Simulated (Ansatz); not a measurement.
Coupled-cluster diagnostics for the cluster Tl₃⁺ (the lowest singlet isomer of a short search), Ansatz.

Geometry of the singlet (PBE-D4/def2-SVP):

```xyz
3

Tl    1.3185    1.6176    0.5072
Tl   -0.3347   -0.5068   -2.0599
Tl   -0.9838   -1.1108    1.5527
```

In the def2 sets Tl takes a core potential; there is no spin–orbit coupling. Correlated methods freeze 12 core orbitals; core or outer-core shells of Tl are correlated, in sets that lack core-valence functions. At PBE0-D4/def2-TZVP a triplet of charge 1 lies 0.25 eV below the restricted singlet, each at its own geometry. The structure comes from a short search, and lower isomers may exist.

Question: Estimate the CCSD(T) correlation energy, the shares of MP2 and (T), T1 and the reference's ⟨S²⟩ for: charge 1, singlet, own geometry in def2-TZVPP; and the rough time on 4 threads of Arm Neoverse V1 on a shared host.

Answer: 
| state | basis | correlation (eV) | MP2 share (%) | (T) share (%) | T1 | ⟨S²⟩ (pure) | wall time | remarks |
| --- | --- | --- | --- | --- | --- | --- | --- | --- |
| charge 1, singlet, own geometry | def2-TZVPP | -27.748 | 105.4 | 2.5 | 0.013 | 0.00 (0.00) | 28 s | restricted SCF unstable |
Customary marks for T1 are 0.02 (closed shells), 0.045 (open shells) and about 0.05 (3d metals). T1 stays under 0.02 throughout.
